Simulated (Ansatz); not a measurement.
Saddle point of SiH$_{2}$S$_{2}$F$_{2}$, closed shell (SiH₂S₂F₂ ([F][Si]([F])([SH])[SH]) → SiSF₂ ([F][Si]([F])[S]) + H₂S (still joined by a long Si–S bond); bonds formed: S2–H4; bonds broken: S3–H4; bonds weakened to dative contacts: Si1–S2), PBE0-D4/def2-TZVP structure:

```tsv
atom	x (Å)	y (Å)	z (Å)
Si1	-0.5029	-0.2446	0.6089
S2	0.8664	-0.3512	-1.2561
S3	-1.4319	1.4366	0.1066
H4	-0.0737	0.7958	-1.2033
F5	-1.2176	-1.6546	0.5898
F6	0.5186	-0.3422	1.8148
H7	1.8411	0.3605	-0.6609
```

Energies are electronic, without zero-point energy. Barriers and step energies count from the start structure reached by relaxing down the imaginary mode; all methods use the PBE0-D4 structures, on which another method's saddle can fall below an end. Computed with Ansatz 0.2.0 (basis: def2-TZVPP, with def2-QZVPP for the basis limit); correlated methods freeze the cores. B3LYP uses VWN-RPA correlation. Extrapolation: Hartree–Fock as exp(−7.88 √X), correlation as X^−2.97.

```csv
method,barrier (kcal/mol),step energy (kcal/mol)
SPW92,27.71,28.08
PBE-D4,30.34,27.66
BLYP-D4,32.74,27.15
r2SCAN-D4,33.56,28.99
B97M-V,35.82,29.60
PBE0-D4,34.57,29.71
B3LYP-D4,36.11,28.97
r2SCAN0-D4,36.34,30.28
BHLYP-D4,?,31.19
CAM-B3LYP-D4,38.75,30.47
wB97X-V,39.38,31.14
wB97M-V,?,30.06
B2PLYP,37.10,29.53
PBE-QIDH,?,30.85
RPA on PBE,38.23,29.87
HF,49.34,33.28
MP2,36.62,29.85
CCSD,41.06,31.33
CCSD(T),38.55,30.51
```

(1) Fill in the withheld barriers. (To be estimated.)

No T1 diagnostic of these runs exceeds 0.014.

## Answers

(1) Computed: wB97M-V 37.83; BHLYP-D4 41.07; PBE-QIDH 37.30 kcal/mol. Each is the energy of the saddle less that of the start structure, by the same method.

For comparison, the barrier by CCSD(T) at an estimated basis limit (MP2 extrapolated from triple and quadruple zeta, plus CCSD(T) − MP2 in triple zeta) is 37.86 kcal/mol.

Labels in which every atom is bracketed show which atoms are joined, not bond orders.

For scale, one of the runs: CCSD(T)/def2-TZVPP, 216 basis functions, launched by `ansatz run in.yaml --threads 4 --pin off --events-out ev --progress --plain --max-ram 9574MiB`. Time: 100 s of wall clock on 4 CPU threads of an Intel Xeon; the host was shared. Peak host memory: 3 GiB.
